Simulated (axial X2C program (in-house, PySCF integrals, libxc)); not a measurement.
Curves of AlPd by EOM-EA-CCSD

Computed with an axial X2C code built on PySCF integrals: two-component X2C with atomic mean-field Coulomb and Gaunt terms, Gaussian nuclei, basis Pd dyall-acv3z, Al dyall-av3z with contracted cores.

Energies in eV from the lowest point of the lowest state; states are followed by energy order within each Ω. Reference: AlPd⁺, 12 electrons correlated in 92 virtual spinors with an MP2 remainder; levels at this size can be off by some tenths of an eV. Masses 105.903 and 26.982 u.

```json
{"R (Å)": "2.047", "(1)Ω=1/2": "0.1982", "(2)Ω=1/2": "1.3460", "(1)Ω=3/2": "1.3860", "(3)Ω=1/2": "2.9549", "(4)Ω=1/2": "4.1892", "(5)Ω=1/2": "4.2119", "(2)Ω=3/2": "4.2343"}
{"R (Å)": "2.136", "(1)Ω=1/2": "0.0364", "(2)Ω=1/2": "1.1751", "(1)Ω=3/2": "1.2116", "(3)Ω=1/2": "2.7686", "(4)Ω=1/2": "4.0341", "(5)Ω=1/2": "4.0520", "(2)Ω=3/2": "4.0745"}
{"R (Å)": "2.225", "(1)Ω=1/2": "0.0000", "(2)Ω=1/2": "1.1196", "(1)Ω=3/2": "1.1527", "(3)Ω=1/2": "2.7042", "(4)Ω=1/2": "3.9957", "(5)Ω=1/2": "4.0115", "(2)Ω=3/2": "4.0346"}
{"R (Å)": "2.325", "(1)Ω=1/2": "0.0587", "(2)Ω=1/2": "1.1460", "(1)Ω=3/2": "1.1755", "(3)Ω=1/2": "2.7252", "(4)Ω=1/2": "4.0413", "(5)Ω=1/2": "4.0578", "(2)Ω=3/2": "4.0827"}
{"R (Å)": "2.425", "(1)Ω=1/2": "0.1843", "(2)Ω=1/2": "1.2288", "(1)Ω=3/2": "1.2548", "(3)Ω=1/2": "2.8048", "(4)Ω=1/2": "4.1403", "(5)Ω=1/2": "4.1638", "(2)Ω=3/2": "4.1902"}
{"R (Å)": "2.559", "(1)Ω=1/2": "0.4081", "(2)Ω=1/2": "1.3812", "(1)Ω=3/2": "1.4032", "(3)Ω=1/2": "2.9542", "(4)Ω=1/2": "4.3063", "(5)Ω=1/2": "4.3528", "(2)Ω=3/2": "4.3792"}
```

(1) Fit the curves (1)Ω=1/2, (2)Ω=1/2, (1)Ω=3/2, (3)Ω=1/2, (4)Ω=1/2, (5)Ω=1/2, (2)Ω=3/2 near their minima.

For AlPd⁺ at CCSD, and between the minima:

Re = 2.204 Å, ωe = 359.7 cm⁻¹; removing the electron costs 6.249 eV without zero-point terms.

T1 of the reference reaches 0.028 (Lee–Taylor). Curves followed by order can swap character. Number of frozen shells: Pd 4 s, 3 p, 1 d; Al 2 s, 1 p. Roots with under 60 % one-particle weight at any point are counted in the labels but not shown, and the list ends where the roots sought for some Ω run out; states that need a further excitation are missing and may lie low or lowest. Curves with a minimum but no constants failed the fit check.

Answers

(1) At EOM-EA-CCSD from AlPd⁺ (the fit fixes ωe to about one per cent; ωe of higher roots by this method can be off by ten per cent):

| state | Te (cm⁻¹) | Re (Å) | ωe (cm⁻¹) |
| --- | --- | --- | --- |
| (1)Ω=1/2 | 0 | 2.213 | 375.8 |
| (2)Ω=1/2 | 9030 | 2.240 | 332.4 |
| (1)Ω=3/2 | 9290 | 2.244 | 329.1 |
| (3)Ω=1/2 | 21800 | 2.247 | 334.0 |
| (4)Ω=1/2 | 32230 | 2.219 | 350.5 |
| (5)Ω=1/2 | 32360 | 2.220 | 355.2 |
| (2)Ω=3/2 | 32550 | 2.219 | 358.1 |
